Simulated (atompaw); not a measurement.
**PBEsol PAW (atompaw) dataset for argon, non-relativistic all-electron reference.**

atompaw 4.2.0.5 input, output lines left out:

```
Ar 18
GGA-PBESOL loggrid 1500 logderivrange -4 5 226
3 3 0 0 0 0
0 0 0
c
c
v
c
v
1
1.35 1.10 0.95 1.10
y
1.25
n
y
0.6
n
custom polynom gramschmidtortho sinc
2 0 troulliermartins
1.35
1.35
1.35
1.35
```

All-electron outer shells of the reference configuration (PBEsol, non-relativistic, ld1.x):

| shell | level (eV) | outermost node (bohr) | outermost maximum (bohr) |
| --- | --- | --- | --- |
| 2p | -229.54 | – | 0.28 |
| 3s | -23.97 | 0.52 | 1.19 |
| 3p | -10.25 | 0.49 | 1.30 |

Q: Does the generator finish with these settings?

A: Yes, a potential is produced.

Q: Estimate the cutoffs (Ry, on a coarse ladder) from which the occupation-weighted sum of valence levels, in a spherical-Bessel basis at the reference potential, stays within 10 and 1 mRy of its value at 400 Ry.

A: 25 Ry and 50 Ry.

Q: What does a ghost test show?

A: Ghost state, extra bound levels that the all-electron valence spectrum of the same l lacks: s at -1175.8 eV. A true bound ghost makes a file unfit for plane-wave use.

Q: Is the overlap operator S = 1 + Σ q|β⟩⟨β| positive definite (Bessel basis up to 400 Ry)?

A: Yes: its lowest eigenvalue is 0.03 (s channel).

Q: Which valence shell sets the plane-wave cutoff?

A: 3s: its level needs 45 Ry to come within 1 mRy, against 21 Ry for 3p.
